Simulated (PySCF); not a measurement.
methyl 2,2-dimethylpropanoate (C₆H₁₂O₂), SMILES COC(=O)C(C)(C)C. Geometry: r2SCAN-D4/def2-SVP.

Computed equilibrium geometry at r2SCAN-D4/def2-SVP (PySCF confirms it by a frequency run) as bond lengths and angles:
Atoms: C1 O2 C3 O4 C5 C6 C7 C8 H9 H10 H11 H12 H13 H14 H15 H16 H17 H18 H19 H20. Bond lengths (Å): C1–O2 1.427, C1–H9 1.100, C1–H10 1.100, C1–H11 1.096, O2–C3 1.350, C3–O4 1.209, C3–C5 1.528, C5–C6 1.538, C5–C7 1.538, C5–C8 1.529, C6–H12 1.102, C6–H13 1.102, C6–H14 1.100, C7–H15 1.102, C7–H16 1.102, C7–H17 1.100, C8–H18 1.102, C8–H19 1.100, C8–H20 1.100. Bond angles (°): O2–C1–H9 110.7, O2–C1–H10 110.7, O2–C1–H11 106.1, H9–C1–H10 108.3, H9–C1–H11 110.5, H10–C1–H11 110.5, C1–O2–C3 115.3, O2–C3–O4 122.6, O2–C3–C5 111.4, O4–C3–C5 125.9, C3–C5–C6 108.7, C3–C5–C7 108.8, C3–C5–C8 108.6, C6–C5–C7 109.7, C6–C5–C8 110.5, C7–C5–C8 110.5, C5–C6–H12 109.7, C5–C6–H13 111.1, C5–C6–H14 111.2, H12–C6–H13 107.9, H12–C6–H14 108.5, H13–C6–H14 108.4, C5–C7–H15 109.7, C5–C7–H16 111.1, C5–C7–H17 111.2, H15–C7–H16 107.9, H15–C7–H17 108.5, H16–C7–H17 108.4, C5–C8–H18 109.9, C5–C8–H19 111.1, C5–C8–H20 111.1, H18–C8–H19 108.6, H18–C8–H20 108.6, H19–C8–H20 107.4.
Charge 0, spin multiplicity 1.
